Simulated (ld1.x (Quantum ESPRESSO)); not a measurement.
# Which change was made? (In, TM)

indium, norm-conserving Troullier–Martins (Kleinman–Bylander form), made with ld1.x (Quantum ESPRESSO) 7.5 (LDA (PZ), scalar-relativistic). Core [Kr], reference 4d10 5s2 5p1. Waves: 5s (bound): rc 1.95 bohr; 5p (bound): rc 2.30 bohr; 4d (bound): rc 1.30 bohr; 4f channel at -0.1 Ry: rc 2.05 bohr. Local part: all-electron potential smoothed inside 1.80 bohr (lloc = -2). Core correction: none.

Cutoffs, loose and tight: the cutoffs (Ry, on a coarse ladder) from which the occupation-weighted sum of valence levels, in a spherical-Bessel basis at the reference potential, stays within 10 and 1 mRy of its value at 400 Ry. They do not see the model core or the augmentation charge, which bear on the density cutoff. Test errors are all-electron minus pseudo excitation energies from the reference, over the configurations 4d10 5s2 5p0; 4d10 5s1 5p0; 4d10 5s0 5p0; 4d10 5s1 5p2; 4d10 5s1 5p1; 4d10 5s2 5p0.5; 4d9 5s2 5p1 (two spin-polarised tests are not counted in the largest error); variants that change the core or the reference have their own tests. The largest error is taken over the tests solved by every variant that gives reliable tests at all, those not shown here included: 4d10 5s0 5p0; 4d10 5s1 5p1; 4d10 5s1 5p2; 4d10 5s2 5p0; 4d10 5s2 5p0.5.

The base gives: outcome: generated; cutoff, loose: 90 Ry; cutoff, tight: 140 Ry; bound ghosts: none; largest test error (meV): +7.3.

**Question.** After one change the result is: outcome: generated; cutoff, loose: 90 Ry; cutoff, tight: 140 Ry; bound ghosts: s, p; largest test error (meV): +7.9. Which change was it?
A. local potential all-electron potential smoothed inside 0.98 bohr (lloc = -2)
B. local potential all-electron potential smoothed inside 2.04 bohr (lloc = -2)
C. local potential all-electron potential smoothed inside 2.40 bohr (lloc = -2)

**Answer.** A. The others give: local potential all-electron potential smoothed inside 2.40 bohr (lloc = -2) → outcome: generated; cutoff, loose: 90 Ry; cutoff, tight: 140 Ry; bound ghosts: none; largest test error (meV): +1.7 | local potential all-electron potential smoothed inside 2.04 bohr (lloc = -2) → outcome: generated; cutoff, loose: 90 Ry; cutoff, tight: 140 Ry; bound ghosts: none; largest test error (meV): +5.8.
